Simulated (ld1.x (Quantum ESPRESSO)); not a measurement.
Te: excitation energies, all-electron against TM

ld1.x (Quantum ESPRESSO) 7.5 input, shortened:

```
&input
   title='Te', zed=52., rel=2, dft='PZ', iswitch=3,
   config='[Kr] 4d10 5s2 5p4', rel_dist='average'
 /
 &inputp
   pseudotype=2, tm=.true., lloc=-2, rcloc=1.55,
   nlcc=.false.
 /
3
5S  1  0   2.00   0.00  1.40  1.40  0.0
5P  2  1   4.00   0.00  1.70  1.70  0.0
4D  3  2  10.00   0.00  0.90  0.90  0.0
 &test
   configts(1)='4d10 5s2 5p4'
 /
```

Open shells are filled in proportion to 2j + 1 (rel_dist='average').

Energies are relative to the spin-unpolarised reference configuration 4d10 5s2 5p4; without spin polarisation the order of configurations can differ from experiment.

| valence configuration | charge | ΔE all-electron (eV) | error AE − PS (meV) |
| --- | --- | --- | --- |
| 4d10 5s2 5p3 | +1 | 9.938 | +6.4 |
| 4d10 5s2 5p2 | +2 | 28.137 | +33 |
| 4d9 5s2 5p4 | +1 | 49.276 | +357 |
| 4d10 5s1 5p5 | 0 | 9.316 | +3.9 |
| 4d10 5s2 5p3.5 | +0.5 | 3.996 | +1.4 |
| 4d9 5s2 5p5 | 0 | 38.090 | +189 |

(1) What are ΔE and the potential's error for 4d10 5s2 5p1?

Levels in the configuration 4d9 5s2 5p4:

```csv
level,all-electron (eV),pseudo (eV)
4d j=3/2,-58.177,-57.204
4d j=5/2,-56.632,-55.675
5s j=1/2,-25.881,-25.720
5p j=1/2,-16.082,-15.845
5p j=3/2,-14.984,-14.787
```

## Answers

(1) ΔE = 55.399 eV all-electron; the error (AE − PS) is +90 meV.
